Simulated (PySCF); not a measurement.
A survey of ²⁹Si NMR shifts

- NMR shieldings at PBE0/pcSseg-1/GIAO
- GFN2-xTB structure
- run in PySCF 2.14
- non-relativistic, isolated molecule, one conformer, fast rotation and ring inversion assumed for equivalent nuclei

Shieldings were converted by a linear fit to measured shifts: ²⁹Si (scatter 8.9 ppm rms, 25.8 ppm with the 6 outliers that the fit left out vs TMS, solution or neat liquid). Occasional misses reach two or three times the rms, and more in compound classes unlike the fitted ones.

**Question.** Give the ²⁹Si shifts of `CN[Si@@H]1N[Si@@H](S)C[C@@H]1C#N`, `C=C(CCl)[C@@H]([SiH3])C(F)(F)F`, `CC[C@]([SiH3])(Cl)C(F)=C(F)F`, `C/C(=C/[C@H](F)Cl)C[SiH](F)F`.

**Answer.** 
```json
{"compound": "[CH3:1][NH:2][Si@@H:3]1[NH:4][Si@@H:5]([SH:6])[CH2:7][C@@H:8]1[C:9]#[N:10]", "environment": "Si5: silicon bonded to C, N, S, H, in a 5-membered ring", "δ (ppm)": "-4.2"}
{"compound": "[CH3:1][NH:2][Si@@H:3]1[NH:4][Si@@H:5]([SH:6])[CH2:7][C@@H:8]1[C:9]#[N:10]", "environment": "Si3: silicon bonded to C, 2 N, H, in a 5-membered ring", "δ (ppm)": "-26.9"}
{"compound": "C=C(CCl)[C@@H]([SiH3])C(F)(F)F", "environment": "silicon bonded to C, 3 H", "δ (ppm)": "-56.1"}
{"compound": "CC[C@]([SiH3])(Cl)C(F)=C(F)F", "environment": "silicon bonded to C, 3 H", "δ (ppm)": "-56.8"}
{"compound": "C/C(=C/[C@H](F)Cl)C[SiH](F)F", "environment": "silicon bonded to C, 2 F, H", "δ (ppm)": "-13.1"}
```

**Question.** Order these by ²⁹Si shift, lowest first.
A. C#CC[C@@](C)(C#C)N([SiH3])[SiH3]
B. FCC(F)(F)[Si]1(CCl)CC1
C. C/C=C(\CCl)[SiH2]C(F)(F)F
D. F[SiH2][C@]1(C(F)F)C[C@H](Cl)C1
E. C/C=C(\Cl)C[SiH2]C(F)(F)F
F. C/C(=C\[C@@H](F)Cl)C[SiH](F)F

**Answer.** B (-80.8 ppm, silicon bonded to 4 C, in a 3-membered ring), C (-60.7 ppm, silicon bonded to 2 C, 2 H), A (-52.7 ppm, silicon bonded to N, 3 H), E (-33.3 ppm, silicon bonded to 2 C, 2 H), F (-12.5 ppm, silicon bonded to C, 2 F, H), D (-0.5 ppm, silicon bonded to C, F, 2 H).
